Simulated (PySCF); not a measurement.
Compound: C9H11OP.
SMILES with atom numbers: `[CH3:1][O:2][c:3]1[cH:4][c:5]([CH:6]2[CH2:7][CH2:8]2)[cH:9][cH:10][p:11]1`

Structure used (GFN2-xTB), in Å, numbered top down from 1:
```
atom  x, y, z in Å
C1     4.063    0.079    0.965
O2     2.790   -0.499    1.084
C3     1.784    0.077    0.372
C4     0.541   -0.522    0.535
C5    -0.633   -0.116   -0.080
C6    -1.872   -0.869    0.212
C7    -2.909   -1.113   -0.856
C8    -3.213   -0.183    0.269
C9    -0.640    0.975   -0.953
C10    0.479    1.710   -1.259
P11    2.085    1.464   -0.658
H12    4.725   -0.502    1.606
H13    4.420    0.039   -0.071
H14    4.053    1.125    1.291
H15    0.515   -1.373    1.204
H16   -1.722   -1.675    0.920
H17   -3.394   -2.077   -0.875
H18   -2.730   -0.699   -1.837
H19   -3.910   -0.502    1.029
H20   -3.248    0.877    0.070
H21   -1.572    1.263   -1.418
H22    0.376    2.540   -1.948
```

NICS = −σ at a ghost point: NICS(0) at the centroid of the ring atoms, NICS(1) 1 Å to either side along the normal of their mean plane, zz for the tensor component along that normal. Level: GIAO PBE0/pcSseg-1 (PySCF, non-relativistic, gas phase) on the GFN2-xTB geometry, one conformer.

Ring bond lengths (Å), with Mayer bond orders in brackets: C3–C4 1.389 (1.37), C4–C5 1.387 (1.43), C5–C9 1.396 (1.34), C9–C10 1.373 (1.52), C10–P11 1.732 (1.31), P11–C3 1.754 (1.24); C6–C7 1.508 (0.93), C7–C8 1.491 (0.97), C8–C6 1.507 (0.93).

Give the NICS values of each ring in ppm.

```csv
ring,type,NICS(0),"NICS(1), two faces","NICS(1)zz, two faces",rms pucker (Å),"centre to ring atoms, mean (Å)"
C3–C4–C5–C9–C10–P11,6-membered ring with P; formal bonds all aromatic,-8.0,-10.2 / -10.2,-23.8 / -23.9,0.00,1.50
C6–C7–C8,3-membered carbocycle; formal bonds all single,-42.7,-7.2 / -8.0,-23.8 / -23.8,0.00,0.87
```

What can be read from them?

- C3–C4–C5–C9–C10–P11: mean NICS(1)zz -23.9 ppm, shielded.
- C6–C7–C8: mean NICS(1)zz -23.8 ppm, shielded. C6, C7, C8 have four or more neighbours; no verdict on aromaticity is drawn. NICS(0) lies 35 ppm below the mean NICS(1).

How equal are the bonds by HOMA? HOMA = 1 − mean of α(R − Ropt)² over the ring bonds, with Krygowski's 1993 parameters (CC: Ropt 1.388 Å, α 257.7 Å⁻²; CP: Ropt 1.698 Å, α 118.91 Å⁻²).

- C3–C4–C5–C9–C10–P11: HOMA 0.90; the largest term is that of P11–C3, α(R − Ropt)² = 0.37.

At the first NICS(1) probe listed for ring C6–C7–C8, 1 Å off the ring, how large is the induced field along the normal in 1 T applied along it?

NICSzz × B0 = -23.8 ppm × 1 T = -24 μT, against the applied field.

The run took 76 s of wall time on one thread, x86-64 server, no GPU, shared host. This is the whole shielding run at PBE0/pcSseg-1, SCF included.
